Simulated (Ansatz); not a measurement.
`C#[C][GeH2][C]#C`. Total charge 0; spin multiplicity 1.

| atom | x (Å) | y (Å) | z (Å) |
| --- | --- | --- | --- |
| C1 | -0.390 | 1.326 | 2.267 |
| C2 | -0.572 | 0.703 | 1.252 |
| Ge3 | -0.884 | -0.277 | -0.342 |
| C4 | 0.784 | -0.638 | -1.170 |
| C5 | 1.835 | -0.874 | -1.708 |
| H6 | -0.225 | 1.877 | 3.164 |
| H7 | -1.570 | -1.601 | 0.007 |
| H8 | -1.745 | 0.563 | -1.289 |
| H9 | 2.767 | -1.081 | -2.182 |

(1) What are the harmonic wavenumbers in cm⁻¹ at PBE0-D4/def2-TZVP (Ansatz, finite differences of forces, unscaled)? (Estimate.)

(2) Is this a minimum?

(3) Give the ideal-gas thermochemistry at 298.15 K and 1 bar (rigid rotor, harmonic oscillator; point group C2v, symmetry number 2).

## Answers

(1) The calculation gave: 86, 211, 227, 229, 367, 514, 535, 547, 704, 722, 723, 727, 728, 775, 870, 2168, 2169, 2184, 2190, 3467, 3467.

(2) Yes, all 21 modes are real.

(3) Zero-point energy 141.2 kJ/mol; H(298) − E = 161.5 kJ/mol; entropy 336.2 J/(mol·K), of which translation 169.0, rotation 107.6, vibration 59.5; G(298) − E = 61.3 kJ/mol. Modes under 100 cm⁻¹ are hindered rotations or soft bends, so the harmonic entropy is rough.
